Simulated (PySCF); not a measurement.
Predicted microwave data (PBE0/pcSseg-1 in PySCF (dipole) on a GFN2-xTB geometry, gas phase) for one isomer of C5H11ClO2S:

```
Rotational constants : A = 1763, B = 1017, C = 910.9 MHz
Dipole components    : |μa| = 2.85 D, |μb| = 3.62 D, |μc| = 0.42 D
Inertial defect      : -228.99 u·Å²
κ                    : -0.75
```

Question: Which candidate fits, each taken in the one conformer that was computed?
A. `[CH3:1][CH2:2][C@H:3]([CH3:4])[CH2:5][S:6](=[O:7])(=[O:8])[Cl:9]` with C1–C2–C3–C4 -173°, C2–C3–C5–S6 -178°, C3–C5–S6–O7 42°
B. `[CH3:1][CH:2]([CH3:3])[CH2:4][CH2:5][S:6](=[O:7])(=[O:8])[Cl:9]` with C1–C2–C4–C5 173°, C2–C4–C5–S6 -169°, C4–C5–S6–O7 48°
C. `[CH3:1][CH2:2][C:3]([CH3:4])([CH3:5])[S:6](=[O:7])(=[O:8])[Cl:9]` with C1–C2–C3–C4 -175°, C2–C3–S6–O7 -73°

Answer: C. It is CCC(C)(C)S(=O)(=O)Cl, an asymmetric top, point group C1. The candidates at the same level (rigid rotor, commonest isotopes):

| SMILES | A (MHz) | B (MHz) | C (MHz) | μa (D) | μb (D) | μc (D) | Δ (u·Å²) | point group | rotor |
| --- | --- | --- | --- | --- | --- | --- | --- | --- | --- |
| CC[C@H](C)CS(=O)(=O)Cl | 1936 | 720.7 | 601.2 | 4.02 | 1.80 | 1.19 | -121.70 | C1 | asymmetric top |
| CC(C)CCS(=O)(=O)Cl | 2069 | 597.5 | 576.4 | 4.48 | 0.39 | 1.28 | -213.30 | C1 | near-prolate asymmetric top |
| CCC(C)(C)S(=O)(=O)Cl | 1763 | 1017 | 910.9 | 2.85 | 3.62 | 0.42 | -228.99 | C1 | asymmetric top |

`CC(C)CCS(=O)(=O)Cl` has B 41 % too low; `CC[C@H](C)CS(=O)(=O)Cl` has C 34 % too low. No structure here is proved a minimum.
